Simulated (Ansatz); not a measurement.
`F[SiH2][SiH3]` + H₂Se → `[SiH3][SiH2][SeH]` + H–F at 298.15 K and 1 bar (ligand exchange at the Si–F bond).

Program: Ansatz. Geometries: PBE0-D4/def2-TZVP. ΔE: electronic, gas phase. CCSD(T)/CBS adds triple-zeta CCSD(T) − MP2 to the extrapolated MP2 energy (def2 sets, frozen cores). This one scheme is used for every species. For Se outer-core shells are correlated without core-valence functions, which leaves a few kJ/mol of doubt a bond. Scalar relativity is left out up to krypton. One conformer a species, not always the lowest.

```
            species  CCSD(T)/CBS energy (Eh)  H − E (kJ/mol)  S (J/(mol·K))
    `F[SiH2][SiH3]`               -681.00067           133.6          311.5
               H₂Se              -2401.89790            45.8          219.1
`[SiH3][SiH2][SeH]`              -2982.48284           151.5          349.1
                H–F               -100.39570            33.5          173.6
```

H − E and S are ideal-gas, rigid-rotor, harmonic terms from PBE0-D4/def2-TZVP, for one conformer and one mirror image of each species. 1 Eh = 2625.50 kJ/mol, R = 8.31446 J/(mol·K).

Question: By hand: ΔE, ΔH, ΔS and ΔG.

Answer: ΔE = (-2982.48284) + (-100.39570) − (-681.00067) − (-2401.89790) = 0.02003 Eh = 52.6 kJ/mol. Δ(H − E) = 151.5 + 33.5 − 133.6 − 45.8 = 5.6, so ΔH = 58.2 kJ/mol. ΔS = 349.1 + 173.6 − 311.5 − 219.1 = -7.9 J/(mol·K). ΔG = 58.2 − 298.15 × (-7.9)/1000 = 60.6 kJ/mol.

Question: By hand: the equilibrium constant, and the temperature at which ΔG would vanish if ΔH and ΔS stayed fixed.

Answer: log₁₀ K = −ΔG/(RT ln 10) = -10.6. ΔH and −TΔS have one sign here, so there is no such temperature.

The number of gas molecules stays the same, so ΔS is small and ΔH decides. A doubt of 5 kJ/mol in ΔE shifts log₁₀ K by 0.9 here. Other conformers and mirror images would add mixing entropy, several J/(mol·K) or more a flexible species. These are equilibria of isolated gas molecules and say nothing of rates. Largest T1 diagnostic: 0.012 (customary marks: 0.02 for closed shells, 0.045 for open ones).

ΔS is within the doubt of such terms, so its sign, and with it that verdict, could turn.
